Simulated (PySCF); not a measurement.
PySCF input for Mo(O)(NH)(F)(OH) (FH2MoNO2), SMILES [OH][Mo](=[O])(=[NH])[F], multiplicity 1, C-PCM-ωB97X/def2-SVP. Coordinates come from a B3LYP-D3(BJ)/def2-SVP optimisation. The multiplicity is an assumed one; no other spin state was optimised. The structure was generated by enumeration; whether it is a known compound was not checked. The def2 effective core potentials stand for the cores of Mo; spin–orbit coupling is left out. One conformer was computed; it need not be the lowest.

```python
import numpy as np
from pyscf import gto, scf, dft
from pyscf.solvent import pcm

mol = gto.M(
    atom='''
    Mo    0.04059068   -0.00928803    0.00041915
    O     1.65964128    0.02366309    0.45467243
    N    -0.06162486    0.21125259   -1.71579369
    H     0.47266132    0.33978406   -2.57672238
    F    -0.73311418   -1.65097722    0.42669412
    O    -0.87449002    1.39925924    0.83870548
    H    -1.42927799    2.04696163    0.38240318
    ''',
    basis='def2-SVP',
    ecp={'Mo': 'def2-svp'},
    charge=0,
    spin=0,
    max_memory=1600,
    verbose=3,
)
mf = dft.RKS(mol, xc='wb97x').density_fit(auxbasis='def2-universal-jkfit')
mf.grids.level = 3
mf.conv_tol = 1e-9
mf.max_cycle = 100
mf.kernel()
res = {}
for name, eps in {'water': 78.355, 'N,N-dimethylformamide': 37.219, '2-propanol': 19.264}.items():
    s = mf.PCM()
    s.with_solvent.method, s.with_solvent.eps, s.with_solvent.lebedev_order = 'C-PCM', eps, 29
    s.kernel(mf.make_rdm1())
    res[name] = (s.e_tot, eps, s.dip_moment(), s.mo_energy, s.converged)
    print(f'{name}: electrostatic solvation free energy {(s.e_tot - mf.e_tot) * 627.509474:.3f} kcal/mol')
```

Log of the run:

```
converged SCF energy = -374.249829832882

WARN: PCM is an experimental feature. It is still in testing.
Features and APIs may be changed in the future.

converged SCF energy = -374.264359798183
Dipole moment(X, Y, Z, Debye): -1.60462,  2.58860, -2.78997
water: electrostatic solvation free energy -9.118 kcal/mol

WARN: PCM is an experimental feature. It is still in testing.
Features and APIs may be changed in the future.

converged SCF energy = -374.264124351596
Dipole moment(X, Y, Z, Debye): -1.59619,  2.57999, -2.77759
N,N-dimethylformamide: electrostatic solvation free energy -8.970 kcal/mol

WARN: PCM is an experimental feature. It is still in testing.
Features and APIs may be changed in the future.

converged SCF energy = -374.263708804287
Dipole moment(X, Y, Z, Debye): -1.58145,  2.56487, -2.75595
2-propanol: electrostatic solvation free energy -8.709 kcal/mol
```

Self-consistency was reached.

Cost: around 90 core-seconds (rough).
